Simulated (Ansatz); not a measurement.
This geometry of H$_{4}$NOTe (7 atoms, charge 1, multiplicity 1) is a first-order saddle point.

Method: RKS BLYP-D4/def2-SVP (Ansatz).

```xyz
7
Properties=species:S:1:pos:R:3
N -1.516 -0.199 -0.714
Te -0.628 1.105 0.458
O 1.516 0.235 0.737
H -1.453 -0.150 -1.740
H -1.992 -1.034 -0.348
H 2.286 0.431 0.160
H 1.787 -0.387 1.447
```

Task: Which two structures does it join? (They come from a converged band through this point; their orientation in space is the band's.)

Result: No bond is made or broken. The height of O3 over the plane of its neighbours goes from 0.28 to -0.25 Å.

Initial state:

```xyz
7
Properties=species:S:1:pos:R:3
N -1.519 -0.195 -0.714
Te -0.606 1.088 0.457
O 1.511 0.059 0.624
H -1.463 -0.139 -1.739
H -2.003 -1.025 -0.346
H 2.287 0.510 0.222
H 1.793 -0.299 1.496
```

Final state:

```xyz
7
Properties=species:S:1:pos:R:3
N -1.475 -0.206 -0.703
Te -0.636 1.129 0.473
O 1.555 0.357 0.830
H -1.412 -0.154 -1.729
H -1.953 -1.040 -0.338
H 2.206 0.361 0.093
H 1.714 -0.448 1.373
```

Task: How far does it lie above each of them?

Result: 1.4 kJ/mol above the first and 0.9 kJ/mol above the second. This is the barrier of this one path; another mechanism may lie lower. Limits of this set-up: the dipole of an ion depends on the origin.

Time of the run: 83 s on 1 thread of Intel(R) Xeon(R) Platinum 8375C CPU @ 2.90GHz (Ice Lake), with other jobs on the host, peak memory 0.14 GiB.
